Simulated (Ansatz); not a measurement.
GeSi2NH7Cl4, closed shell: harmonic vibrations at a saddle point.

in.yaml

```yaml
crystal:
  periodic: [false, false, false]
  atoms:
    - {symbol: Ge, position_ang: [-0.910367, 0.911250, -1.144810]}
    - {symbol: Cl, position_ang: [0.888909, -0.851804, -2.617883]}
    - {symbol: Cl, position_ang: [-2.376389, -0.001890, -2.351974]}
    - {symbol: Cl, position_ang: [-2.091464, 1.849521, 0.403490]}
    - {symbol: Cl, position_ang: [0.212880, 2.498953, -1.968121]}
    - {symbol: H, position_ang: [0.615906, -0.753341, -0.967002]}
    - {symbol: N, position_ang: [0.159235, -0.225008, -0.033235]}
    - {symbol: Si, position_ang: [1.536904, 0.597537, 0.796472]}
    - {symbol: Si, position_ang: [-0.750974, -1.370177, 1.019643]}
    - {symbol: H, position_ang: [1.983187, -0.377969, 1.820680]}
    - {symbol: H, position_ang: [2.578129, 0.854806, -0.215145]}
    - {symbol: H, position_ang: [1.031045, 1.832121, 1.430493]}
    - {symbol: H, position_ang: [-2.051655, -1.635580, 0.373285]}
    - {symbol: H, position_ang: [-0.914112, -0.743914, 2.350297]}
    - {symbol: H, position_ang: [0.088665, -2.584505, 1.103709]}
basis:
  gaussian: {orbitals: def2-TZVP}
hamiltonian: {xc: pbe0, dispersion: d4}
phonons: {temperatures: {t_min: 298.15, t_max: 900, t_step: 200}}
```

Command:

```bash
ansatz run in.yaml --threads 4 --pin off --events-out ev --progress --plain --max-ram 41984MiB --backend cuda --devices 0, --max-vram 37GiB
```

What Ansatz 0.2.0 printed:

```
Functional definition: PBE0
  name "PBE0"
  cite "Adamo & Barone, J. Chem. Phys. 110, 6158 (1999) doi:10.1063/1.478522"
  cite "Perdew, Burke & Ernzerhof, Phys. Rev. Lett. 77, 3865 (1996) doi:10.1103/PhysRevLett.77.3865"
  parent pbe
  parameter a = 0.25
  parameter kappa = 0.804
  parameter beta = 0.06672455060314922
  exchange = (1 - a)*pbe_x(kappa = kappa, mu = beta*pi^2/3) + a*exact_x
  correlation = pbe_c(beta = beta)
2472 factors; their error is unknown
mean field evaluation 1: about -123937.3435 eV, gradient 5.7e1 eV
mean field evaluation 2: about -123929.1977 eV, gradient 8.4e1 eV
mean field evaluation 4: about -123942.9596 eV, gradient 5.6e0 eV
mean field evaluation 8: about -123943.0235 eV, gradient 3.4e-1 eV
mean field evaluation 16: about -123943.5022 eV, gradient 1.4e-4 eV
mean field -123943.50217605 eV, -4554.8396930466 hartree, gradient 4.6e-5 eV, S^2 0.000000; 0 other end points of the search recorded, 0 dependent functions left out
the calculation of the forces begins
reference -123943.50221899 eV, -4554.8396946247 hartree; 71, 71 occupied and 272, 272 virtual orbitals, 2472 factors
these checks for a lower state are left out or cut short: stability, starts, cluster_reference, orbital_swaps, neighbouring_geometries, increment
2472 factors; their error is unknown
WARN: phonons: modes at or below zero, which the zero-point energy, F, S and C_V leave out: 1, the lowest at -195.44 cm⁻¹. A minimum has none, and a first-order saddle one
Total energy: -123944.16699689 eV, -4554.8641247618 hartree
Atom 0 at    -0.910367     0.911250    -1.144810 Å, force     0.002775     0.005840    -0.000434 eV/Å
Atom 1 at     0.888909    -0.851804    -2.617883 Å, force    -0.000126    -0.000647    -0.003546 eV/Å
Atom 2 at    -2.376389    -0.001890    -2.351974 Å, force    -0.000079    -0.001602    -0.001723 eV/Å
Atom 3 at    -2.091464     1.849521     0.403490 Å, force     0.001341    -0.000150    -0.000113 eV/Å
Atom 4 at     0.212880     2.498953    -1.968121 Å, force    -0.002913    -0.004068     0.002522 eV/Å
Atom 5 at     0.615906    -0.753341    -0.967002 Å, force     0.000650     0.000310    -0.000790 eV/Å
Atom 6 at     0.159235    -0.225008    -0.033235 Å, force     0.000431    -0.000140     0.003209 eV/Å
Atom 7 at     1.536904     0.597537     0.796472 Å, force     0.006403    -0.012516     0.002879 eV/Å
Atom 8 at    -0.750974    -1.370177     1.019643 Å, force     0.000355     0.001574     0.001624 eV/Å
Atom 9 at     1.983187    -0.377969     1.820680 Å, force    -0.000047     0.002920    -0.005981 eV/Å
Atom 10 at     2.578129     0.854806    -0.215145 Å, force    -0.001891     0.000932     0.000925 eV/Å
Atom 11 at     1.031045     1.832121     1.430493 Å, force    -0.003862     0.007449     0.002837 eV/Å
Atom 12 at    -2.051655    -1.635580     0.373285 Å, force    -0.005599    -0.000010    -0.000643 eV/Å
Atom 13 at    -0.914112    -0.743914     2.350297 Å, force    -0.000241    -0.000990    -0.003613 eV/Å
Atom 14 at     0.088665    -2.584505     1.103709 Å, force     0.002803     0.001100     0.002847 eV/Å
Dipole moment:    -0.006405     0.007336     1.065131 e Å
Vibrations: -195.44 55.25 61.50 94.46 109.83 123.06 129.31 149.83 155.79 164.41 174.28 194.98 200.93 296.16 400.58 416.45 478.16 484.93 620.88 630.49 648.84 715.71 786.87 814.88 886.99 922.58 936.72 937.48 942.22 947.22 1041.22 1235.85 1607.16 2245.13 2261.16 2274.45 2280.89 2290.68 2303.07 cm⁻¹, zero-point energy 1.923022 eV

[the SCF lines of later steps are left out]
```

Time: 2.1 min of wall clock on 4 CPU threads of an AMD EPYC 7R13 and a share of one NVIDIA H100; the host was shared. Peak host memory: 1.2 GiB.
